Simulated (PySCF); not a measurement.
NICS in rings of unrelated molecules.

Probes without a nucleus sit at each ring's centroid and 1 Å off its mean plane on both sides; NICS is minus the shielding there, NICSzz its component along the normal. Level: GIAO PBE0/pcSseg-1 (PySCF, non-relativistic, gas phase) on the GFN2-xTB geometries, one conformer each. Atom numbers follow the mapped SMILES.

Problem. Order these rings by mean NICS(1)zz, lowest (most negative) first (ppm).
A. ring C5–C6–C7 in `[CH3:1][CH2:2][C@@H:3]1[CH2:4][C@:5]12[CH2:6][C@@H:7]2[S:8][SiH3:9]`
B. ring C4–C5–C6 in `[CH3:1][CH2:2][O:3][C@@H:4]1[CH2:5][C@H:6]1[C@@H:7]([F:8])[O:9][CH3:10]`
C. ring C4–C5–C6–C7–C8–Si9 in `[F:1][SiH:2]([F:3])[C:4]1=[CH:5][CH:6]=[CH:7][CH2:8][SiH+:9]1` (charge +1)
D. ring C3–C4–O5–N6–C7 in `[CH2:1]=[CH:2][c:3]1[cH:4][o:5][n:6][c:7]1[F:8]`
E. ring C4–C5–C6–C7–Si8–Si9 in `[F:1][CH:2]([F:3])[C:4]1=[CH:5][CH:6]=[CH:7][SiH2:8][SiH+:9]1` (charge +1)
F. ring C5–C6–C7–S8–C9 in `[CH3:1][C:2]([CH3:3])([CH3:4])[c:5]1[cH:6][cH:7][s:8][cH:9]1`
G. ring C6–C7–C8–C9–C11–C12 in `[F:1][C:2]([F:3])=[C:4]([F:5])[c:6]1[cH:7][cH:8][c:9]([SH:10])[cH:11][cH:12]1`

Solution. F (-26.0), G (-24.2), D (-23.1), B (-20.7), A (-18.5), C (-3.1), E (4.3).

| SMILES | ring | NICS(0) | NICS(1) | NICS(1)zz | HOMA | rms pucker (Å) | ring atoms with four or more neighbours |
| --- | --- | --- | --- | --- | --- | --- | --- |
| CC(C)(C)c1ccsc1 | 5-membered ring with S; formal bonds all aromatic | -12.5 | -11.3 | -26.0 | 0.76 | 0.00 | 0 |
| FC(F)=C(F)c1ccc(S)cc1 | 6-membered carbocycle; formal bonds all aromatic | -7.7 | -10.1 | -24.2 | 0.98 | 0.00 | 0 |
| C=Cc1conc1F | 5-membered ring with N and O; formal bonds all aromatic | -12.1 | -9.9 | -23.1 | 0.61 | 0.00 | 0 |
| CCO[C@@H]1C[C@H]1[C@@H](F)OC | 3-membered carbocycle; formal bonds all single | -40.1 | -8.4 | -20.7 | – | 0.00 | 3 |
| CC[C@@H]1C[C@]12C[C@@H]2S[SiH3] | 3-membered carbocycle; formal bonds all single | -40.2 | -6.9 | -18.5 | – | 0.00 | 3 |
| F[SiH](F)C1=CC=CC[SiH+]1 | 6-membered ring with Si; formal bonds 2 double, 4 single | 1.6 | -2.5 | -3.1 | – | 0.00 | 1 |
| FC(F)C1=CC=C[SiH2][SiH+]1 | 6-membered ring with 2 Si; formal bonds 2 double, 4 single | 3.8 | 0.0 | 4.3 | – | 0.01 | 1 |

NICS(0) gives another order. The isotropic NICS(1) gives the same order. HOMA uses Krygowski's 1993 parameters; it is left out where a ring has a four-coordinate atom, a triple bond, no multiple bond or a kind of bond without parameters. NICS(1) and NICS(1)zz are means over the two faces.
